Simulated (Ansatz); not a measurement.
Relaxation of BH$_{8}$NSSi$_{3}$ (14 atoms, charge 0, multiplicity 1), to a largest force component of 0.02 eV/Å in at most 40 steps.

These are results of RKS r2SCANh-D4/STO-3G (Ansatz), not measurements.

```xyz
14
Properties=species:S:1:pos:R:3:forces:R:3
N 0.671 -1.966 -0.694 -1.81 3.77 0.79
Si 1.270 -1.069 0.723 0.75 -0.48 1.07
Si 0.028 0.769 1.091 1.77 0.50 2.14
Si -0.307 1.817 -0.724 -2.65 2.09 -2.52
B -2.157 0.941 -0.794 4.05 -0.82 3.83
S -2.014 0.346 1.058 -3.33 -0.27 -2.35
H -0.331 -2.192 -0.469 0.56 -0.69 -0.45
H 1.206 -2.789 -0.808 1.05 -2.90 -0.31
H 1.211 -1.932 1.940 0.26 0.49 -0.69
H 2.673 -0.682 0.494 -0.62 -0.32 0.09
H 0.455 1.621 2.253 -0.30 -1.00 -0.73
H 0.504 1.387 -1.812 0.64 0.53 -0.60
H -0.534 3.286 -0.540 0.76 -1.03 -0.39
H -2.687 0.433 -1.689 -1.12 0.13 0.12
```

**Question.** Where does it end, and by what steps?

**Answer.** The forces met the threshold. Limits of this set-up: minimal basis. After 16 steps the energy has fallen by 1.792 eV; H14 moved furthest, 1.13 Å.

| step | energy less start (eV) | largest force component (eV/Å) | accepted |
| --- | --- | --- | --- |
| 0 | 0.0000 | 4.053 | yes |
| 1 | -1.2987 | 2.420 | yes |
| 2 | -1.6328 | 0.865 | yes |
| 3 | -1.7137 | 0.561 | yes |
| 4 | -1.7431 | 0.188 | yes |
| 5 | -1.7568 | 0.108 | yes |
| 6 | -1.7728 | 0.178 | yes |
| 7 | -1.7799 | 0.160 | yes |
| 8 | -1.7853 | 0.182 | yes |
| 9 | -1.7889 | 0.104 | yes |
| 10 | -1.7901 | 0.064 | yes |
| 11 | -1.7907 | 0.049 | yes |
| 12 | -1.7911 | 0.052 | yes |
| 13 | -1.7914 | 0.035 | yes |
| 14 | -1.7916 | 0.030 | yes |
| 15 | -1.7917 | 0.020 | yes |
| 16 | -1.7917 | 0.011 | yes |

```xyz
14
Properties=species:S:1:pos:R:3
N 0.928 -2.154 -0.589
Si 1.360 -1.148 0.827
Si -0.010 0.646 0.877
Si -0.440 1.949 -0.914
B -2.234 1.172 -0.684
S -2.121 0.088 0.685
H -0.024 -2.563 -0.419
H 1.542 -3.006 -0.581
H 1.299 -1.871 2.088
H 2.738 -0.755 0.644
H 0.158 1.316 2.153
H 0.301 1.609 -2.109
H -0.272 3.369 -0.686
H -3.238 1.319 -1.262
```

Time of the run: 110 s on 1 thread of Arm Neoverse V2, with other jobs on the host, peak memory 0.19 GiB.
